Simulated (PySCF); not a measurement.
# Removing the step error of a finite difference

System: H2BCl2N (SMILES NB(Cl)Cl), singlet, geometry from GFN2-xTB. Level: PySCF with PBE0/6-31G, polarisability. Sums are taken with unrounded values, so a last digit can differ.

Second differences of the energy in a field along z gave a polarisability along z of 38.228 bohr³ at step 0.005 and 38.291 bohr³ at step 0.02 (atomic units).

Problem. Extrapolate to zero step.

Solution. The leading error of a symmetric difference goes as h², so A(h) = A0 + c h². Then c = (38.291 - (38.228))/(0.02² - 0.005²) = 168 (atomic units) and A0 = 38.228 - c × 0.005² = 38.224 bohr³. The analytic value from the same program and level is 38.224 bohr³: the smaller step missed it by 0.004, the extrapolation by 0.000.
